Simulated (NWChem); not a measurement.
# Total energies of germanium monoxide (GeO)

```xyz
2

Ge     0.0000     0.0000     0.3297
O      0.0000     0.0000    -1.3189
```
Charge 0, spin multiplicity 1.

All runs are NWChem calculations. The geometry was optimised at PBE/def2-SVP, a minimum by its harmonic frequencies.

Basis set: def2-QZVP (132 functions).

```tsv
method	total energy (Ha)	relative cost
RHF	-2150.29591	1
MP2	-2150.85103	under 3
B2PLYP	-2151.93050	under 3
PBE	-2151.93400	under 3
B3LYP	-2152.36267	under 3
TPSS	-2152.29539	under 3
```

Total energies of different functionals aren't comparable as a measure of quality: only differences taken within one method are. Relative cost: rough, from shared machines, SCF included, RHF = 1.

The Hamiltonian is non-relativistic. The correlated methods keep 10 core orbitals frozen. B3LYP has NWChem's definition, with VWN1-RPA local correlation.
